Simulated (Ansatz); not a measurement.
Several settings on one geometry of [CuF2]- (CuF2⁻) (that of the charge -1 singlet, PBE0-D4/def2-TZVPD). Ansatz on 4 threads of Arm Neoverse V1 on a shared host; times are rough.

Cartesian coordinates in Å:
```
Cu 0.000 0.000 0.000
F -0.017 -0.022 1.805
F 0.017 0.022 -1.805
```

Totals from different functionals, basis sets or treatments of relativity can't be compared as stabilities.

DK, ANO-RCC and x2c sets are all-electron and run with scalar relativity unless a key says otherwise. Correlated methods freeze 7 core orbitals.

The spins typed aren't always the lowest for that charge.

Give the basis size and estimate the energy, ⟨S²⟩ and time of these runs.

```tsv
run	method	charge	state	further keys
1	RKS r2SCANh/def2-TZVP	-1	singlet	final_grid: {core_spheres: 5, valence_spheres: 4, degree: 11}; forces asked
2	RKS PBE0/x2c-TZVPPall	-1	singlet	scf: {omitted_lower_state_checks: [starts]}; forces asked
3	RKS PBE0/ANO-RCC-VTZP	-1	singlet	fitting: {mean_field: def2-universal-jkfit}; pseudopotentials: {relativity: none}; scf: {omitted_lower_state_checks: [starts]}
4	UHF, ccsd/cc-pVTZ-DK	-1	triplet	point_charges: [{charge: 2.00, position_ang: [4.782, -0.828, -0.129]}]; scf: {omitted_lower_state_checks: [starts]}
```


```json
{"run": "1", "functions": "107", "energy (Eh)": "-1840.2989", "⟨S²⟩": "–", "wall time": "1 s"}
{"run": "2", "functions": "126", "energy (Eh)": "-1854.4427", "⟨S²⟩": "–", "wall time": "1.1 s"}
{"run": "3", "functions": "119", "energy (Eh)": "-1832.4252", "⟨S²⟩": "–", "wall time": "0.95 s"}
{"run": "4", "functions": "128", "energy (Eh)": "-1853.8695", "⟨S²⟩": "2.00", "wall time": "50 s"}
```

The highest occupied level of an anion often lies above zero with these methods, and sets without diffuse functions describe the outer electron poorly. The restricted singlet is unstable towards broken spin symmetry in Hartree–Fock (as tested in another run); at RKS r2SCANh/def2-TZVP, RKS PBE0/x2c-TZVPPall, RKS PBE0/ANO-RCC-VTZP this wasn't settled. At RKS PBE0/ANO-RCC-VTZP the program marks the result for the charge -1 singlet as doubtful (missing relativity).
